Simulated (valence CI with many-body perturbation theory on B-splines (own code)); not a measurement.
Re XXVI: calculated level list

Level of theory: relativistic CI+MBPT: four valence electrons over a frozen Dirac-Fock core [Kr] 4d10, radial functions for each j: 7 s, 7 p, 7 d, 7 f, 4 g, 2 h, with the one-electron correlation potential Σ1, the two-electron term Σ2, the three-electron term Σ3, Breit, model QED; selected CI, second order for the rest, scaled by the run's own slope (own B-spline code, finite nucleus).

No measured spectrum was set against this ion. As an estimate, terms of the open shell hold to a few per cent of their energy, and close levels can change places.

Levels 136 to 180 of 202, with energies above the lowest level, (4f5/2^4) J=4. "Leading %" is the weight of the configuration and term that name the level; weights of strongly mixed levels are sums over their largest components and can fall short. In the jj column 3d3/2^4 stands for four electrons in 3d with j = 3/2. Lifetimes count E1, E2, E3, M1 and M2 decay at the calculated energies, and are blank where another channel may lead or the interval is too uncertain; long ones can be off by a factor of two.

```
No.  Configuration  Term  J  E (eV)  Leading %  Second component      g  Lifetime                Leading jj
136          4f³5s   ³P°  0  118.39         52    48 % 4f³5s ⁵D°          1.26 μs   4f5/2^2 4f7/2 5s (94 %)
137          4f³5s   ⁵D°  2  118.40         26    21 % 4f³5s ³D°  1.331   1.05 μs   4f5/2^2 4f7/2 5s (46 %)
138          4f³5s   ⁵D°  1  118.57         37    25 % 4f³5s ³S°  1.376    833 ns   4f5/2^2 4f7/2 5s (70 %)
139          4f³5s   ⁵G°  5  118.67         61    26 % 4f³5s ³H°  1.187    950 ns   4f5/2 4f7/2^2 5s (74 %)
140          4f³5s   ³G°  4  118.72         43    18 % 4f³5s ⁵G°  1.118   1.17 μs   4f5/2 4f7/2^2 5s (84 %)
141          4f³5s   ³G°  3  119.13         49    30 % 4f³5s ³F°  0.928    762 ns   4f5/2 4f7/2^2 5s (88 %)
142          4f³5s   ³K°  8  119.17         45    26 % 4f³5s ³L°  1.096   1.43 μs   4f5/2^2 4f7/2 5s (63 %)
143          4f³5s   ³D°  1  119.26         40    20 % 4f³5s ¹P°  0.953    700 ns   4f5/2^2 4f7/2 5s (60 %)
144          4f³5s   ⁵D°  3  119.32         43    38 % 4f³5s ³D°  1.320    868 ns   4f5/2^2 4f7/2 5s (84 %)
145          4f³5s   ³D°  2  119.61         44    27 % 4f³5s ⁵D°  1.233    897 ns   4f5/2^2 4f7/2 5s (58 %)
146          4f³5s   ³L°  7  119.63         51    23 % 4f³5s ³I°  0.969    954 ns   4f5/2^2 4f7/2 5s (56 %)
147          4f³5s   ³G°  4  119.91         77    13 % 4f³5s ³H°  1.025    514 ns   4f5/2 4f7/2^2 5s (59 %)
148          4f³5s   ³H°  6  120.00         62    26 % 4f³5s ⁵G°  1.190    851 ns   4f5/2^2 4f7/2 5s (42 %)
149          4f³5s   ³I°  5  120.54         44    27 % 4f³5s ¹H°  0.940    813 ns   4f5/2^2 4f7/2 5s (65 %)
150          4f³5s   ³D°  1  120.64         45    24 % 4f³5s ⁵D°  1.076    747 ns   4f5/2 4f7/2^2 5s (60 %)
151          4f³5s   ³D°  3  120.78         72    13 % 4f³5s ⁵D°  1.320    875 ns   4f5/2 4f7/2^2 5s (89 %)
152          4f³5s   ¹D°  2  120.92         42    20 % 4f³5s ³D°  1.162    536 ns   4f5/2^2 4f7/2 5s (55 %)
153          4f³5s   ³I°  6  121.33         45    34 % 4f³5s ⁵G°  1.133    894 ns   4f5/2 4f7/2^2 5s (63 %)
154          4f³5s   ³D°  2  121.50         50    36 % 4f³5s ¹D°  1.063    661 ns   4f5/2 4f7/2^2 5s (72 %)
155          4f³5s   ³G°  5  121.53         47    20 % 4f³5s ⁵F°  1.174   1.03 μs         4f7/2^3 5s (60 %)
156          4f³5s   ⁵D°  0  121.76         52    48 % 4f³5s ³P°           703 ns   4f5/2 4f7/2^2 5s (94 %)
157          4f³5s   ³H°  4  122.10         45    26 % 4f³5s ³F°  0.982    732 ns   4f5/2 4f7/2^2 5s (49 %)
158          4f³5s   ³G°  5  122.25         60    27 % 4f³5s ³I°  1.082    553 ns   4f5/2 4f7/2^2 5s (84 %)
159          4f³5s   ⁵D°  4  122.36         92     5 % 4f³5s ³F°  1.476    849 ns   4f5/2 4f7/2^2 5s (69 %)
160          4f³5s   ³D°  1  122.58         39    25 % 4f³5s ⁵D°  1.002    419 ns   4f5/2 4f7/2^2 5s (84 %)
161          4f³5s   ³I°  7  122.78         91     6 % 4f³5s ³K°  1.127   1.12 μs   4f5/2 4f7/2^2 5s (93 %)
162          4f³5s   ³D°  2  123.00         35    20 % 4f³5s ³P°  1.250    822 ns   4f5/2 4f7/2^2 5s (71 %)
163          4f³5s   ³L°  8  123.01         63    33 % 4f³5s ³K°  1.054    871 ns   4f5/2 4f7/2^2 5s (57 %)
164          4f³5s   ³L°  9  123.23        100                    1.108    985 ns  4f5/2 4f7/2^2 5s (100 %)
165          4f³5s   ³L°  7  123.36         41    35 % 4f³5s ¹K°  0.961    631 ns         4f7/2^3 5s (55 %)
166          4f³5s   ³D°  1  123.36         63    13 % 4f³5s ³P°  0.795    496 ns   4f5/2 4f7/2^2 5s (64 %)
167          4f³5s   ¹I°  6  123.40         59    32 % 4f³5s ³I°  1.009    818 ns   4f5/2 4f7/2^2 5s (89 %)
168          4f³5s   ³H°  5  123.65         42    26 % 4f³5s ¹H°  1.074    567 ns         4f7/2^3 5s (35 %)
169          4f³5s   ³H°  4  123.75         46    22 % 4f³5s ¹G°  0.942    528 ns         4f7/2^3 5s (60 %)
170          4f³5s   ³D°  3  124.04         61    23 % 4f³5s ⁵D°  1.307    377 ns   4f5/2 4f7/2^2 5s (67 %)
171          4f³5s   ¹L°  8  124.09         84    10 % 4f³5s ³L°  1.006    648 ns   4f5/2 4f7/2^2 5s (89 %)
172          4f³5s   ³F°  3  124.71         40    38 % 4f³5s ³D°  1.209    333 ns   4f5/2 4f7/2^2 5s (85 %)
173          4f³5s   ³F°  2  124.81         46    22 % 4f³5s ³D°  0.928    415 ns   4f5/2 4f7/2^2 5s (78 %)
174          4f³5s   ³D°  2  125.65         46    20 % 4f³5s ¹D°  1.164    431 ns         4f7/2^3 5s (61 %)
175          4f³5s   ³D°  1  125.75         66    21 % 4f³5s ¹P°  0.741    478 ns         4f7/2^3 5s (72 %)
176          4f³5s   ³H°  6  125.83         60    21 % 4f³5s ¹I°  1.129    502 ns         4f7/2^3 5s (64 %)
177          4f³5s   ¹H°  5  126.37         45    20 % 4f³5s ³H°  1.011    505 ns         4f7/2^3 5s (71 %)
178          4f³5s   ³F°  4  127.30         87     4 % 4f³5s ⁵D°  1.245    391 ns   4f5/2 4f7/2^2 5s (53 %)
179          4f³5s   ³D°  3  127.66         49    40 % 4f³5s ³F°  1.207    385 ns         4f7/2^3 5s (64 %)
180          4f³5s   ¹F°  3  128.18         63    15 % 4f³5s ³D°  1.041    317 ns   4f5/2 4f7/2^2 5s (54 %)
```

Where two levels of one J and parity lie close, their mixing, g and order are uncertain.
